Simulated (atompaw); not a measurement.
An all-electron radial function and its pseudo partner (titanium)

Columns: radius, all-electron u(r) and pseudo u(r) of the 4p shell (level -1.47 eV) of titanium in the configuration [Ar] 3d2 4s2 4p0; PBE, scalar-relativistic, PAW (atompaw) scheme, atompaw 4.2.0.5.

```
r (bohr)  all-electron  pseudo
   0.115        0.0902  0.0008
   0.231        0.0902  0.0033
   0.346        0.0115  0.0074
   0.462       -0.0772  0.0133
   0.577       -0.1422  0.0208
   0.692       -0.1768  0.0301
   0.808       -0.1832  0.0412
   0.923       -0.1675  0.0541
   1.038       -0.1366  0.0688
   1.154       -0.0957  0.0855
   1.269       -0.0497  0.1039
   1.385       -0.0011  0.1242
   1.500        0.0471  0.1459
   1.615        0.0941  0.1691
   1.731        0.1393  0.1938
   1.846        0.1814  0.2193
   1.962        0.2208  0.2457
   2.077        0.2568  0.2721
   2.192        0.2898  0.2984
   2.308        0.3199  0.3243
   2.423        0.3469  0.3488
   2.538        0.3711  0.3717
   2.654        0.3927  0.3928
   2.769        0.4115  0.4115
   2.885        0.4279  0.4279
   3.000        0.4418  0.4418
```

(1) How many radial nodes do the two functions have?

(2) Is the pseudo-wave norm-conserving?

Answers

(1) The all-electron 4p function has n − l − 1 = 2; the pseudo-wave has 0, since the states of the same l below it are removed with the core.

(2) No, it belongs to a PAW set: the norm inside the radius is not constrained, and the difference is carried by the augmentation charge.
